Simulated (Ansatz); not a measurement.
H12O6Zn, charge +1, doublet, geometry from GFN2-xTB of the parent state (such geometries of metal compounds can be far from the true shape) (a state made from the parent by changing its charge; the spin is typed, not shown lowest); HF/STO-3G in Ansatz (an electronic-structure program).

The Ansatz input:
Ansatz 0.2 input:
```yaml
crystal:
  periodic: [false, false, false]
  atoms:
    - {symbol: Zn, position_ang: [-0.00000000, -0.00000000, 0.00000000]}
    - {symbol: O, position_ang: [-0.68794774, 1.64064429, -0.92214038]}
    - {symbol: H, position_ang: [-1.49271480, 1.70775651, -1.44990447]}
    - {symbol: H, position_ang: [-0.27738361, 2.51364239, -0.92277461]}
    - {symbol: O, position_ang: [1.57056726, 1.04144287, 0.68120766]}
    - {symbol: H, position_ang: [1.61931982, 1.52897791, 1.51224423]}
    - {symbol: H, position_ang: [2.42176999, 1.15066801, 0.24051186]}
    - {symbol: O, position_ang: [1.03700290, -0.48888826, -1.64345426]}
    - {symbol: H, position_ang: [1.60028365, -1.26373687, -1.75753068]}
    - {symbol: H, position_ang: [1.06793819, 0.00582109, -2.47109831]}
    - {symbol: O, position_ang: [-1.03700290, 0.48888826, 1.64345426]}
    - {symbol: H, position_ang: [-1.60028365, 1.26373687, 1.75753068]}
    - {symbol: H, position_ang: [-1.06793819, -0.00582109, 2.47109831]}
    - {symbol: O, position_ang: [-1.57056726, -1.04144287, -0.68120766]}
    - {symbol: H, position_ang: [-1.61931982, -1.52897791, -1.51224423]}
    - {symbol: H, position_ang: [-2.42176999, -1.15066801, -0.24051186]}
    - {symbol: O, position_ang: [0.68794774, -1.64064429, 0.92214038]}
    - {symbol: H, position_ang: [0.27738361, -2.51364239, 0.92277461]}
    - {symbol: H, position_ang: [1.49271480, -1.70775651, 1.44990447]}
basis:
  gaussian:
    orbitals: STO-3G
hamiltonian:
  xc: hf
total_charge: 1
magnetization: {spin_polarized: false, initial_magnetization: 1}
```

**Question.** Write the output that Ansatz gives for this input, abridged.

**Answer.** 
```
Functional definition: HF
784 factors; integrals over basis functions are off by at most 4.5e-4 eV
mean field evaluation 1: about -59116.8521 eV, gradient 4.9e2 eV
mean field evaluation 2: about -59118.0637 eV, gradient 4.9e2 eV
mean field evaluation 4: about -58843.2799 eV, gradient 3.4e2 eV
mean field evaluation 8: about -60051.1484 eV, gradient 2.3e1 eV
mean field evaluation 16: about -60054.8167 eV, gradient 5.5e0 eV
mean field evaluation 32: about -60054.7570 eV, gradient 1.4e-5 eV
mean field evaluation 64: about -59932.1180 eV, gradient 5.9e1 eV
mean field evaluation 96: about -60053.9092 eV, gradient 3.5e0 eV
mean field evaluation 128: about -60054.7568 eV, gradient 1.9e-2 eV
mean field evaluation 160: about -60054.7568 eV, gradient 2.0e-2 eV
mean field evaluation 192: about -60054.7570 eV, gradient 1.2e-2 eV
mean field evaluation 224: about -60041.5965 eV, gradient 3.5e1 eV
mean field evaluation 256: about -60054.7569 eV, gradient 6.3e-4 eV
mean field evaluation 288: about -60054.7569 eV, gradient 7.3e-2 eV
mean field evaluation 320: about -60054.7047 eV, gradient 1.1e-1 eV
mean field evaluation 352: about -60054.6496 eV, gradient 2.1e-2 eV
mean field evaluation 384: about -59831.5996 eV, gradient 3.4e1 eV
mean field evaluation 416: about -60054.7538 eV, gradient 4.1e-1 eV
mean field evaluation 448: about -59853.8192 eV, gradient 2.6e2 eV
mean field evaluation 480: about -59802.0859 eV, gradient 2.8e2 eV
mean field evaluation 512: about -60054.7568 eV, gradient 1.1e-1 eV
mean field -60054.75701591 eV, -2206.9716137585 hartree, gradient 6.4e-6 eV, S^2 0.750000; 9 other end points of the search recorded, 0 dependent functions left out
reference -60054.75701591 eV, -2206.9716137585 hartree; 45, 44 occupied and 15, 16 virtual orbitals, 784 factors
Total energy: -60054.75701591 eV, -2206.9716137585 hartree
```
